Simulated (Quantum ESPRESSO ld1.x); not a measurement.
The numbers below are computed, except where a source is named.
Task: The mean radii <r> (bohr) of the occupied orbitals of an atom or ion are listed with their occupations. Level of theory: Dirac Kohn-Sham, PBE, spin-unpolarised, spherical densities, point nucleus (ld1.x of Quantum ESPRESSO 7.5).

| orbital | occ. | <r> |
|---|---|---|
| 1s1/2 | 2 | 0.03263 |
| 2s1/2 | 2 | 0.1416 |
| 2p1/2 | 2 | 0.1203 |
| 2p3/2 | 4 | 0.1252 |
| 3s1/2 | 2 | 0.3904 |
| 3p1/2 | 2 | 0.3831 |
| 3p3/2 | 4 | 0.3938 |
| 3d3/2 | 4 | 0.3683 |
| 3d5/2 | 6 | 0.3718 |
| 4s1/2 | 2 | 0.9805 |
| 4p1/2 | 2 | 1.061 |
| 4p3/2 | 4 | 1.092 |
| 4d3/2 | 4 | 1.578 |
| 4d5/2 | 4 | 1.605 |
| 5s1/2 | 1 | 3.309 |

Name the element and its charge. Open shells, if any, fill j = l - 1/2 first.

Result: Z = 45, rhodium, charge 0: Rh in [Kr] 4d8 5s1. The 1s radius gives Z: for a bare nucleus <r> = (2 gamma + 1)/(2Z) with gamma = sqrt(1 - (Z/c)^2), 0.0321 bohr for Z = 45, and screening makes it slightly larger (0.03263 here). The occupations add up to 45, and the charge is Z minus that.
